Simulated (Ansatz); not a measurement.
Start from `O[CH2][In]([F])[F]` and change one atom or group to get `[F][In]([F])[Cl]`.

Ansatz, PBE0-D4/def2-TZVP geometries, multiplicity 1. Each molecule was computed in one conformer, which needn't be the lowest.

Elements past krypton have def2 core potentials.

| property | `O[CH2][In]([F])[F]` |
| --- | --- |
| HOMO energy (PBE/def2-TZVPP) / eV | -6.63 |
| size of the dipole moment (PBE/def2-TZVPP) / D | 3.69 |
| HOMO–LUMO gap (PBE/def2-TZVPP) / eV | 3.71 |
| LUMO energy (B3LYP/def2-TZVPP) / eV | -2.44 |
| LUMO energy (PBE/def2-TZVPP) / eV | -2.92 |
| HOMO energy (B3LYP/def2-TZVPP) / eV | -7.78 |

**Question.** What does the change do to each property? (An estimate is asked.)

**Answer.** Ansatz gave: 
| property | `[F][In]([F])[Cl]` | shift |
| --- | --- | --- |
| HOMO energy (PBE/def2-TZVPP) / eV | -8.42 | -1.79 |
| size of the dipole moment (PBE/def2-TZVPP) / D | 1.13 | -2.56 |
| HOMO–LUMO gap (PBE/def2-TZVPP) / eV | 4.32 | 0.61 |
| LUMO energy (B3LYP/def2-TZVPP) / eV | -3.55 | -1.11 |
| LUMO energy (PBE/def2-TZVPP) / eV | -4.10 | -1.18 |
| HOMO energy (B3LYP/def2-TZVPP) / eV | -9.62 | -1.84 |

With PBE0 the HOMO falls by 1.96 eV and the LUMO falls by 1.09 eV, so the gap widens by about 0.87 eV. PBE moves the HOMO by -1.79 eV and ωB97M-V by -2.09 eV. The zero-point energy changes by -107.1 kJ/mol with -12 modes. Dipoles are sizes alone; their direction can turn.

B3LYP here is the variant with VWN-RPA as its local correlation; programs differ in this.
